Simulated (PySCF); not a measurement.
Two species compared at the same levels of theory.

First species: C8H10FP.
Cartesian coordinates in Å at the GFN2-xTB level; atoms count from 1:
```
atom  x, y, z in Å
C1    -2.289    1.152    0.432
P2    -1.565    0.162   -0.958
C3    -2.069   -1.525   -0.376
C4     0.199    0.143   -0.415
C5     1.149    0.506   -1.364
C6     2.497    0.523   -1.055
C7     2.883    0.169    0.224
F8     4.195    0.180    0.542
C9     1.964   -0.198    1.190
C10    0.621   -0.208    0.862
H11   -3.370    1.175    0.309
H12   -1.912    2.171    0.370
H13   -2.046    0.732    1.406
H14   -1.547   -2.272   -0.970
H15   -3.139   -1.638   -0.539
H16   -1.848   -1.679    0.678
H17    0.820    0.778   -2.356
H18    3.242    0.803   -1.783
H19    2.305   -0.467    2.178
H20   -0.095   -0.493    1.619
```

Second species: 2,3-difluorobenzoyl chloride, C7H3ClF2O.
SMILES: `O=C(Cl)c1cccc(F)c1F`

Levels: PBE0/pcSseg-1 for dipole moment, HOMO energy, LUMO energy and HOMO–LUMO gap; GFN2-xTB for rotational constant A and rotational constant C. Geometries: GFN2-xTB. All species are isolated and taken at one optimised geometry, non-relativistic unless stated; the electronic structure was computed with PySCF and density fitting.

Dipoles, sizes and rotational constants follow the conformer. The torsions of the flexible species, by atom-mapped SMILES:
- `[CH3:1][P:2]([CH3:3])[c:4]1[cH:5][cH:6][c:7]([F:8])[cH:9][cH:10]1`: C1–P2–C4–C5 -130°
- `[O:1]=[C:2]([Cl:3])[c:4]1[cH:5][cH:6][cH:7][c:8]([F:9])[c:10]1[F:11]`: O1–C2–C4–C5 0°

Problem. Which of the two has the higher LUMO energy, and by how much?

Solution. The first: -0.69 eV against -2.54 eV, a difference of 1.85 eV.

Problem. Which has the higher dipole moment?

Solution. The second: 3.70 D against 1.54 D, a difference of 2.16 D.

Problem. Which of the two has the higher rotational constant A, and by how much?

Solution. The first: 2.851 GHz against 1.666 GHz, a difference of 1.185 GHz.

Problem. Which of the two has the higher HOMO energy, and by how much?

Solution. The first: -6.78 eV against -7.99 eV, a difference of 1.21 eV.

Problem. Which of the two has the higher HOMO–LUMO gap, and by how much?

Solution. The first: 6.09 eV against 5.45 eV, a difference of 0.64 eV.

Problem. Which of the two has the higher rotational constant C, and by how much?

Solution. The first: 0.563 GHz against 0.517 GHz, a difference of 0.046 GHz.

On the first: A dipole of 1.54 D is allowed in Cs, and pure rotational transitions are dipole-allowed. In atomic units the dipole is 0.61 e·bohr (1 au = 2.5417 D).

On the second: In atomic units the dipole is 1.46 e·bohr (1 au = 2.5417 D). GFN2-xTB frequencies show an imaginary mode (30i cm⁻¹), so this geometry is no minimum at that level.
